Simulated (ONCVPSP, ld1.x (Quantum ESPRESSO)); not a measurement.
**Potentials for O (Z = 8) compared**

Generated with ld1.x 7.5 (TM, RRKJ, ultrasoft, PAW), atompaw 4.2 or ONCVPSP 4.0.1. The cutoff is in Ry: for ld1.x and atompaw files where the sum of valence levels is converged to 10 mRy in a Bessel basis, for ONCV files where the hardest occupied wave has 1 mHa per electron of residual kinetic energy. The error is the largest all-electron minus pseudo excitation energy over each file’s own four to seven test configurations (ionisations up to +4, promotions, holes and added fractions of an electron), all of which were solved. The labels leave out finer settings (local radius, basis sizes, second energies), which also bear on the numbers. Spin-polarised tests are not counted. The rows are a selection from randomly drawn settings: files with unsolved tests, undetermined cutoffs or missed reference levels are left out.

| potential | cutoff (Ry) | largest error (meV) | bound ghosts |
| --- | --- | --- | --- |
| ONCV, PBE, scalar-relativistic, rc 0.85/1.80/1.80 (spd), local smoothed, core correction yes, reference 2s2 2p1, qcut 8.7/9/5.2, projectors 2/2/3 | 72 | +2599 | none |
| PAW, LDA (PZ), non-relativistic, rc 0.85/1.60/1.20 (spd), local smoothed, core correction yes, reference 2s2 2p4 | 35 | -10 | none |
| PAW, PBE, scalar-relativistic, rc 0.70/1.65 (sp), local smoothed, core correction yes, reference 2s2 2p4 | 70 | +14 | none |
| ultrasoft, PBE, non-relativistic, rc 1.05/1.45 (sp), local smoothed, core correction yes, reference 2s1 2p5 | 35 | +1360 | none |
| ultrasoft, LDA (PZ), scalar-relativistic, rc 0.85/1.25/0.90 (spd), local smoothed, core correction yes, reference 2s2 2p4 | 45 | +164 | none |

Question: Fill in the row for O: ONCV, BLYP, scalar-relativistic, rc 0.90/1.30/1.00 (spd), local smoothed, core correction yes, reference 2s2 2p4, qcut 8.3/10.2/9.6, projectors 3/1/3.

Answer: cutoff 70 Ry, largest error +457 meV, bound ghosts: none.
